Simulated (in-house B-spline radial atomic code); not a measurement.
Response and correlation of Sn38+

Closed shell [Ne] 3s2. Computed with an all-electron radial atomic-structure program (B-spline basis): Dirac-Hartree-Fock, relativistic RPA (time-dependent Dirac-Hartree-Fock) for the response and second-order many-body perturbation theory for correlation, no-pair Dirac-Coulomb Hamiltonian, finite nucleus.

Command:
```bash
python run_mb.py task.json out
```
Settings (nuclear radius in fm, box in bohr, cutoff in hartree):
```
basis_form          2
Z                   50
core_configuration  [Ne] 3s2
rms_radius          4.6519
mass_number         120
speed_of_light      137.036
box_radius          2.401
lmax                7
intervals           56
virtual_cutoff      62500.0
```

Run time, properties included: 1.1 s on 1 thread of AMD EPYC 7R43 64-Core Processor (shared host).

```json
{"multipole (bohr³, bohr⁵, bohr⁷)": "dipole", "uncoupled": "0.016578", "coupled RPA": "0.019436"}
{"multipole (bohr³, bohr⁵, bohr⁷)": "quadrupole", "uncoupled": "0.0005343", "coupled RPA": "?"}
{"multipole (bohr³, bohr⁵, bohr⁷)": "octupole", "uncoupled": "3.0568e-05", "coupled RPA": "3.1684e-05"}
```

Task: What is the coupled quadrupole polarisability?

Result: 0.00061984 atomic units, +16 % against the uncoupled value.

Task: Which subshells carry the dipole polarisability?

Result: 3s1/2 99.7 %, 2p3/2 0.2 %, 2p1/2 0.1 %.

Task: What does the dipole shielding factor come to?

Result: The dipole shielding factor is 0.240, against the exact N/Z = 12/50 = 0.240 of the non-relativistic theorem.

Dipole polarisability at imaginary frequency:

| u (Eh) | α(iu) (bohr³) |
| --- | --- |
| 0 | 0.01944 |
| 12.2 | 0.003568 |
| 36.5 | 0.0008876 |
| 73.1 | 0.0004472 |
| 122 | 0.0002674 |
| 244 | 0.0001123 |
| 487 | 3.726e-05 |
| 1220 | 7.002e-06 |

Task: What dispersion coefficients follow for two such ions (the dispersion part alone)?

Result: C6 = (3/π)∫α(iu)²du = 0.00153 hartree·bohr⁶ and C8 = 0.0003656 hartree·bohr⁸.

Lowest J = 1 odd-parity excitations:

| energy (eV) | oscillator strength | leading channel | weight |
| --- | --- | --- | --- |
| 80.276 | 0.0383 | 3s1/2 → p1/2 | 0.955 |
| 160.21 | 0.5 | 3s1/2 → p3/2 | 0.953 |
| 1272.2 | 0.196 | 3s1/2 → p1/2 | 0.996 |
| 1297.5 | 0.401 | 3s1/2 → p3/2 | 0.996 |
| 1796.1 | 0.0566 | 3s1/2 → p1/2 | 0.998 |
| 1808.5 | 0.117 | 3s1/2 → p3/2 | 0.998 |
| 2075.1 | 0.0258 | 3s1/2 → p1/2 | 0.998 |
| 2082.3 | 0.0539 | 3s1/2 → p3/2 | 0.998 |

Second-order correlation energy by the highest angular momentum of the excited pair (hartree): s -0.02037, p -0.235, d -0.2392, f -0.0586, g -0.02166, h -0.008168, i -0.003732, k -0.001934.

Task: What is the second-order correlation energy at the partial-wave limit?

Result: The listed waves sum to -0.58868 hartree; extrapolating the increments as (l + 1/2)⁻⁴ gives -0.59263 hartree, -1.34 eV per electron.
